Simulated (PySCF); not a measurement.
## Calculated data, CH5BGeO

Computed with PySCF 2.14.0. Calculation on a computer-drawn molecule: optimised geometry and harmonic frequencies of an isolated molecule of the commonest isotopes, restricted reference for singlets and unrestricted otherwise, frozen core in MP2; on germanium a core potential holds 10 electrons, which the energies leave out, and 3d is frozen in MP2 and coupled-cluster steps.

Common to all runs: charge 0; multiplicity 1; method HF; basis cc-pVDZ; basis and core potential on germanium cc-pVDZ-PP ECP10MDF.

```yaml
- entry: 1
  formula: CH5BGeO
  start_structure:
    atoms_angstrom:
      - [O, -2.0991, -1.4193, -2.661]
      - [B, -1.5542, -2.0367, -1.7553]
      - [C, -0.8285, -2.7738, -0.7804]
      - [Ge, 0.8685, -2.1679, 0.1072]
      - [H, -2.8197, -0.7515, -2.4699]
      - [H, -1.0718, -3.768, -0.4753]
      - [H, 1.1233, -0.6831, -0.2709]
      - [H, 2.0589, -2.9862, -0.2756]
      - [H, 0.7725, -2.1789, 1.5269]
  given:
    drawn_bonds_atom: [1, 2, 3, 1, 3, 4, 4, 4]
    drawn_bonds_other_atom: [2, 3, 4, 5, 6, 7, 8, 9]
    drawn_bonds_order: [1, 2, 1, 1, 1, 1, 1, 1]
  results:
    optimised_atom_element: [O, B, C, Ge, H, H, H, H, H]
    "optimised_atom_x [angstrom]": [-2.087, -1.459, -0.7623, 0.8195, -2.767, -1.095, 1.105, 2.051, 0.645]
    "optimised_atom_y [angstrom]": [-1.339, -2.069, -2.817, -2.139, -0.7764, -3.818, -0.7129, -3.009, -2.084]
    "optimised_atom_z [angstrom]": [-2.634, -1.744, -0.8085, 0.05978, -2.289, -0.5533, -0.4399, -0.2322, 1.586]
    "modes_frequency [cm^-1]": [108.0, 128.0, 371.8, 430.1, 466.5, 565.6, 597.8, 693.9, 751.6, 938.0, 958.7, 976.6, 978.0, 1086, 1166, 1869, 2181, 2188, 2217, 3331, 4125]
    "modes_reduced_mass [dalton]": [5.56, 1.198, 1.183, 3.852, 5.967, 1.446, 1.086, 1.266, 2.721, 1.101, 1.02, 1.453, 1.037, 1.261, 2.723, 9.811, 1.023, 1.023, 1.014, 1.088, 1.066]
    "rotational_constants [GHz]": [21.04, 1.752, 1.658]
    "total_energy [hartree]": -433.7051
    "convergence_status_largest_gradient_component [hartree/bohr]": 3.157e-05
- entry: 2
  formula: CH5BGeO
  start_structure:
    atoms_angstrom:
      - [O, -1.5152, 0.0184, -0.1515]
      - [B, -0.2051, -0.3755, -0.158]
      - [C, 0.7164, 0.2133, 0.8048]
      - [Ge, 2.4937, -0.2331, 0.8944]
      - [H, -2.1042, -0.3161, -0.8149]
      - [H, 0.0884, -1.1658, -1.0002]
      - [H, 0.4619, 0.893, 1.5871]
      - [H, 3.4882, 0.2725, 2.0241]
      - [H, 3.2435, -1.2481, 0.0884]
  given:
    drawn_bonds_atom: [1, 2, 3, 1, 2, 3, 4, 4]
    drawn_bonds_other_atom: [2, 3, 4, 5, 6, 7, 8, 9]
    drawn_bonds_order: [1, 1, 2, 1, 1, 1, 1, 1]
  results:
    optimised_atom_element: [O, B, C, Ge, H, H, H, H, H]
    "optimised_atom_x [angstrom]": [-1.504, -0.1982, 0.7605, 2.461, -2.004, 0.1955, 0.416, 3.481, 3.059]
    "optimised_atom_y [angstrom]": [0.02944, -0.3543, 0.2329, -0.2587, -0.39, -1.161, 0.9565, 0.267, -1.263]
    "optimised_atom_z [angstrom]": [-0.1724, -0.1476, 0.9021, 0.9476, -0.8541, -0.9602, 1.634, 1.949, -0.02401]
    "modes_frequency [cm^-1]": [126.3, 179.8, 375.0, 394.3, 561.7, 565.0, 600.4, 859.6, 890.8, 949.2, 989.8, 1031, 1143, 1213, 1271, 1478, 2266, 2283, 2624, 3328, 4185]
    "modes_reduced_mass [dalton]": [4.203, 3.233, 7.227, 1.199, 1.129, 1.172, 1.126, 1.142, 2.84, 1.032, 1.517, 1.321, 1.329, 2.501, 1.893, 3.092, 1.022, 1.018, 1.091, 1.088, 1.066]
    "rotational_constants [GHz]": [34.59, 1.696, 1.617]
    "total_energy [hartree]": -433.7101
    "convergence_status_largest_gradient_component [hartree/bohr]": 1.978e-05
```
